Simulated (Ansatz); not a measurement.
`[SiH2]N([SiH3])[SiH2]Cl` radical. Total charge 0; spin multiplicity 2.

```xyz
12

Si    0.621    0.455    1.787
N     0.094    0.022    0.182
Si   -1.523    0.459   -0.323
Si    1.198   -0.654   -0.951
Cl    1.876    0.758   -2.284
H    -0.607    0.776    2.572
H     1.361   -0.682    2.408
H    -1.627    0.185   -1.779
H    -1.776    1.898   -0.063
H    -2.529   -0.346    0.415
H     0.539   -1.706   -1.754
H     2.374   -1.165   -0.212
```

(1) What are the harmonic wavenumbers in cm⁻¹ at PBE0-D4/def2-TZVP (Ansatz, finite differences of forces, unscaled)? (Best estimate.)

(2) Is this a minimum?

(3) Give the ideal-gas thermochemistry at 298.15 K and 1 bar (rigid rotor, harmonic oscillator; point group C1, symmetry number 1).

(4) And at 400, 500, 600, 800 and 1000 K?

(5) Rotational constants (cm⁻¹)?

Results:

(1) The calculation gave: 38, 77, 101, 124, 168, 179, 276, 484, 557, 593, 666, 692, 701, 738, 749, 880, 907, 937, 941, 957, 962, 994, 1019, 2164, 2199, 2231, 2233, 2238, 2255, 2265.

(2) Yes, all 30 modes are real.

(3) Zero-point energy 175.4 kJ/mol; H(298) − E = 201.6 kJ/mol; entropy 407.7 J/(mol·K), of which translation 170.6, rotation 121.5, vibration 109.9, electronic 5.8; G(298) − E = 80.1 kJ/mol. Modes under 100 cm⁻¹ are hindered rotations or soft bends, so the harmonic entropy is rough.

(4) 
```json
{"T (K)": "400", "H − E (kJ/mol)": "216.8", "S (J/mol/K)": "451.3", "G − E (kJ/mol)": "36.3"}
{"T (K)": "500", "H − E (kJ/mol)": "234.0", "S (J/mol/K)": "489.6", "G − E (kJ/mol)": "-10.8"}
{"T (K)": "600", "H − E (kJ/mol)": "253.0", "S (J/mol/K)": "524.1", "G − E (kJ/mol)": "-61.5"}
{"T (K)": "800", "H − E (kJ/mol)": "294.9", "S (J/mol/K)": "584.3", "G − E (kJ/mol)": "-172.5"}
{"T (K)": "1000", "H − E (kJ/mol)": "340.7", "S (J/mol/K)": "635.3", "G − E (kJ/mol)": "-294.6"}
```

(5) 0.08669, 0.04085, 0.03248.
